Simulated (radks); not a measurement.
Results of a calculation; reference values are marked as such.
Question: Valence configurations of Sn+ (all share [Kr]). Level of theory: scalar-relativistic Kohn-Sham, PBE, spin-polarised, spherical densities, finite nucleus; open shells are filled with parallel spins first (spin-orbit coupling, left out, can overturn this in heavy ions); Fermi nuclear charge, rms radius 4.6519 fm (a radial shooting solver on a logarithmic mesh with Libxc functionals). Order these by energy: 4d10 5s1.5 5p1.5; 4d10 5s1 5p2; 4d9 5s2 5p2; 4d8 5s2 5p3; 4d8 5p5; 4d8 5s1.5 5p3.5; 4d10 5p3; 4d6 5s2 5p5; 4d10 5s2 5p1.

Answer: From the lowest, in eV above it: 4d10 5s2 5p1 0.000; 4d10 5s1.5 5p1.5 3.216; 4d10 5s1 5p2 6.114; 4d10 5p3 13.953; 4d9 5s2 5p2 24.913; 4d8 5s2 5p3 53.468; 4d8 5s1.5 5p3.5 57.955; 4d8 5p5 73.514; 4d6 5s2 5p5 126.53. NIST lists [Kr] 4d10 5s2 5p1 as the ground configuration; this level of theory agrees among the configurations tried. The energies are those of spherical high-spin densities, not of single terms.
